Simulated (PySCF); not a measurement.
**Telling isomers of C7H11FSi apart by NMR**

PySCF calculation with NMR shieldings at PBE0/pcSseg-1/GIAO and geometry from GFN2-xTB; single conformer, averaged over atoms made equivalent by symmetry, fast rotation or ring inversion, in vacuum, relativity neglected.

Chemical shifts δ = σref − σ; $^{1}$H, $^{13}$C against TMS, all at this level. Splittings of carbon signals by F and P are missing where no couplings were computed. Where no couplings were computed, multiplicities follow the n + 1 count of equivalent neighbours, and m marks all less simple cases (inequivalent or close neighbours, rings, F or P nearby). Shifts are as computed. Against solution values, carbons near 30 ppm lie about +3 ppm off and those near 130 ppm about +5 ppm. Of 1211 compounds with measured shifts, 218 miss one by over three times the rms of a fit or turn the order of signals round; such compounds aren't used in these exercises.

(1) Tabulate the signals of `CC(C)C1=C[SiH2]C=C1F`, `C=CC(=C)C(=C)[SiH2]CF` and their relative energies.

(2) What is the quickest way to tell CC(C)C1=C[SiH2]C=C1F from C=CC(=C)C(=C)[SiH2]CF?

Results:

(1) 
```tsv
SMILES	carbon types	δC	δH	E rel. (kcal/mol)
CC(C)C1=C[SiH2]C=C1F	2×C 3×CH 2×CH3	181.0, 173.0, 124.2, 100.1, 33.4, 23.9	5.80 (m, 1H), 5.13 (m, 1H), 4.59 (m, 2H), 2.74 (sept, 1H), 1.19 (d, 6H)	0.0
C=CC(=C)C(=C)[SiH2]CF	2×C 1×CH 4×CH2	158.2, 152.4, 146.2, 141.9, 125.7, 122.4, 78.2	6.69 (m, 1H), 6.24 (br s, 1H), 6.00 (br s, 1H), 5.53 (m, 1H), 5.36 (m, 1H), 5.35 (m, 1H), 5.23 (m, 1H), 4.90 (m, 2H), 4.62 (m, 2H)	33.8
```

Energies are electronic energies at PBE0/pcSseg-1 on these geometries, without zero-point or thermal terms, each for the one conformer computed, which needn't be the lowest.

(2) Count the carbon signals: 6 against 7. The first has an allylic sp3 CH at 33.4 ppm, the second a terminal =CH2 carbon at 141.9 ppm. Their most deshielded carbons lie at 181.0 and 158.2 ppm. In the proton spectra the most deshielded non-exchanging signals are 5.80 (m, 1H) and 6.69 (m, 1H).
